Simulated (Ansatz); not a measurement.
Consider the formal exchange of groups at the Al–Cl bond: `[Cl][Al]([Cl])[I]` + CH₃NH₂ → `N[CH2][Al]([Cl])[I]` + HCl.

Gas-phase electronic energies from Ansatz, PBE0-D4/def2-TZVP geometries. CBS: MP2 limit from def2 TZ/QZ plus the TZ coupled-cluster correction, frozen cores. This one scheme is used for every species. Functionals use def2-TZVPP. Elements past krypton have def2 core potentials. For I outer-core shells are correlated without core-valence functions, which leaves a few kJ/mol of doubt a bond. Each species was taken in one conformer, which may not be the lowest.

`[Cl][Al]([Cl])[I]`:

```xyz
4

Cl   -1.612   -0.512   -1.275
Al   -0.063   -0.052    0.024
Cl   -0.059   -0.876    1.927
I     1.734    1.440   -0.677
```

CH₃NH₂:

```xyz
7

C    -0.542   -0.163    0.051
N     0.821    0.109   -0.372
H    -0.810    0.215    1.049
H    -0.714   -1.242    0.047
H    -1.238    0.273   -0.668
H     1.484   -0.297    0.277
H     0.999    1.105   -0.384
```

`N[CH2][Al]([Cl])[I]`:

Z-matrix (Å, degrees):
```
C
Al 1 1.972
N 1 1.461 2 117.4
H 1 1.096 2 108.2 3 123.9
H 1 1.096 2 108.3 3 -123.9
I 2 2.474 1 118.4 3 -0.1
Cl 2 2.096 1 123.4 3 180.0
H 3 1.012 1 111.0 2 58.5
H 3 1.012 1 111.0 2 -59.1
```

HCl:

Cartesian coordinates in Å:
```
Cl 0.334 -0.544 0.031
H -0.334 0.544 -0.031
```

Q: Is it downhill or uphill in electronic energy at CCSD(T)/CBS, and by how much? (Estimate.)

A: Computed: Uphill: ΔE = +169.7 kJ/mol.

Q: What do these levels give: r2SCANh-D4, r2SCAN0-D4, BHLYP-D4, CAM-B3LYP-D4, r2SCANh, HF/def2-QZVPP? (Estimate.)

A: Ansatz gave: r2SCANh-D4 169.3, r2SCAN0-D4 171.7, BHLYP-D4 175.3, CAM-B3LYP-D4 167.5, r2SCANh 170.5, HF/def2-QZVPP 192.5 kJ/mol.

Largest T1 diagnostic among the species: 0.009.

In def2-TZVPP, CCSD(T) changes the Hartree–Fock value by −25.1 kJ/mol (the triples alone add −3.4 kJ/mol) and MP2 by −20.4 kJ/mol. Leaving LDA and LC-ωPBE aside and taking each functional with its dispersion term where it has one, the values, not all of them listed here, spread over 22.5 kJ/mol, from PBE-D4 to BHLYP-D4. LDA lies −8.4 kJ/mol from PBE without D4. The D4 term adds −4.1 kJ/mol with B3LYP and −2.6 kJ/mol with PBE0; it sums over pairs of atoms, weighted by their polarisabilities, and B3LYP, whose exchange is more repulsive, gets the larger term.

B3LYP here is the variant with VWN-RPA as its local correlation; programs differ in this.
